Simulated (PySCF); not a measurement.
PbSe₂: from structure and modes to constants

Method: PBE0/[Pb def2-TZVP with ECP60, Se def2-TZVP], scalar-relativistic core potentials, density fitting, no spin–orbit coupling, PySCF.

The singlet minimum has D∞h symmetry. Masses (u): Pb 207.97664, Se 79.91652.

```xyz
3
charge 0 multiplicity 1, angstrom
Pb    0.0000    0.0000    0.0000
Se    0.0000    0.0000    2.3728
Se    0.0000    0.0000   -2.3728
```

Harmonic wavenumbers (cm⁻¹): 59.1 (πu, ×2), 242.7 (σg+, ×1), 327.9 (σu+, ×1).

(1) Find the principal moments of inertia and the rotational constants. What kind of rotor is it?

(2) What is the harmonic zero-point energy?

(3) Find the vibrational entropy and heat capacity at 298.15 K.

(4) Give the standard entropy (298.15 K, 1 bar) by its translational, rotational, vibrational and spin parts, and Cp.

(5) Find the bond force constant k and the stretch–stretch coupling k′ of the valence force field.

Results:

(1) About the centre of mass I = 899.86 u Å². With B = 16.8576/I this gives 0.01873 cm⁻¹. The molecule is linear.

(2) Half the sum of all 4 wavenumbers, 689/2 = 344 cm⁻¹, which is 4.1 kJ/mol (1 cm⁻¹ = 0.0119627 kJ/mol).

(3) With u = 1.43878 ω/T, each mode gives S = R[u/(eᵘ−1) − ln(1−e⁻ᵘ)] and C = R u² eᵘ/(eᵘ−1)².
| ω (cm⁻¹) | u | S (J/(mol K)) | C (J/(mol K)) |
| --- | --- | --- | --- |
| 59.1 (×2) | 0.285 | 18.77 | 8.26 |
| 242.7 | 1.171 | 7.46 | 7.43 |
| 327.9 | 1.582 | 5.32 | 6.78 |
The sums over all modes are S = 50.3 and C = 30.7 J/(mol K); the softest mode gives 37 % of the entropy (each member, where degenerate).

(4) Sackur–Tetrode with M = 367.81 u gives 182.5; rotation with symmetry number 2 gives 80.0; vibration 50.3; spin R ln 1 = 0.0. The total is 312.8 J/(mol K), and Cp = 7/2 R + 30.7 = 59.8 J/(mol K).

(5) For linear XMX, 4π²c²ω(σg)² = (k + k′)/mX and 4π²c²ω(σu)² = (k − k′)(1 + 2mX/mM)/mX. So k + k′ = 2.773 and k − k′ = 2.863 mdyn/Å, giving k = 2.818 and k′ = -0.045 mdyn/Å.

No spin–orbit coupling is included, which matters more the heavier the element.
